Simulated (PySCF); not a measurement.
## Radial density of Ga (gallium, neutral)

BLYP, [Ar] 3d10 4s1 4p1 5s1, high-spin 4P determinant (an excited configuration). Computed with PySCF 2.14 in aug-cc-pVDZ-DK, with the spin-free X2C one-electron Hamiltonian (Gaussian nucleus).

| r (bohr) | 4πr²ρ (e/bohr) | 4πr²(ρα − ρβ) |
| --- | --- | --- |
| 0.000650 | 0.1822 | 0.0001 |
| 0.00109 | 0.4720 | 0.0002 |
| 0.00184 | 1.143 | 0.0006 |
| 0.00309 | 2.725 | 0.0013 |
| 0.00521 | 6.238 | 0.0031 |
| 0.00876 | 13.20 | 0.0064 |
| 0.0147 | 24.33 | 0.0114 |
| 0.0248 | 35.62 | 0.0149 |
| 0.0417 | 36.75 | 0.0110 |
| 0.0701 | 30.29 | 0.0130 |
| 0.118 | 39.54 | 0.0499 |
| 0.198 | 38.73 | 0.0189 |
| 0.334 | 20.84 | 0.0323 |
| 0.561 | 26.78 | 0.1155 |
| 0.944 | 12.37 | 0.0342 |
| 1.59 | 2.455 | 0.8052 |
| 2.67 | 0.8373 | 0.7508 |
| 4.49 | 0.2567 | 0.2553 |
| 7.55 | 0.1590 | 0.1590 |
| 12.7 | 0.003058 | 0.0031 |

Densities and radii are taken from the X2C orbitals without a picture-change correction, which distorts them close to the nucleus.

The outer electron is Rydberg-like, and this basis confines it to a smaller radius and binds it less than a complete one would.
